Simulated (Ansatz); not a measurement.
Relaxed structures of BSiH₃Br (charge -1), singlet (PBE0-D4/def2-TZVPD; forces vanish, vibrations not checked; lower isomers may exist, and structures with a doubtful reference or unclear bonds are left out; Å). Computed with Ansatz 0.2.0 (basis: def2-TZVPPD); correlated methods freeze the cores. Filled d shells of the heavier atoms are correlated. The def2 sets are not built for correlating such inner shells, so the correlated values are less sure here.

(1) Rank them by CCSD(T) energy, lowest first, and give each one's height above the lowest. Links in brackets join atoms within 1.22 times the sum of their covalent radii (1.1 for two metals). (To be estimated.)
A.
BSiH₃Br ([SiH3][B][Br]), total charge -1
```
6
angstrom
Si -0.8521 0.3233 -0.1118
B 0.8695 -0.3023 0.8467
Br 1.3791 -2.0974 0.0022
H -1.5865 -0.4069 -1.2264
H -0.6154 1.6978 -0.6846
H -1.9227 0.5578 0.9238
```
B.
BSiH₃Br ([SiH2][BH][Br]), total charge -1
```
6
angstrom
Si -0.8651 0.4432 -0.2794
B 0.6922 -0.2537 0.5148
Br 1.1367 -2.2082 0.5000
H -1.4893 -0.2496 -1.4552
H -0.8772 1.9207 -0.5544
H 1.4026 0.3476 1.2743
```
C.
BSiH₃Br ([BH2][SiH][Br]), total charge -1
```
6
angstrom
Si 0.8450 -0.1878 0.2856
B -0.7680 0.4489 -0.4166
Br 1.1839 -2.4737 0.5956
H -1.4787 -0.1811 -1.1577
H -0.9083 1.6502 -0.3581
H 1.4720 0.3702 1.5267
```

No T1 diagnostic of these runs exceeds 0.017. The restricted Hartree–Fock reference is unstable towards an unrestricted one at one or more of these structures.

Results:

(1) By the calculation: C (0.00 kcal/mol), B (3.19 kcal/mol), A (43.25 kcal/mol). Heights count from the lowest.

For scale, one of the runs: CCSD(T)/def2-TZVPPD, 193 basis functions, launched by `ansatz run in.yaml --threads 2 --pin off --events-out ev --progress --plain --max-ram 4352MiB`. The run took 90 s on 2 CPU threads of an Arm Neoverse V1 (shared host), with 2.1 GiB of host memory at its peak.
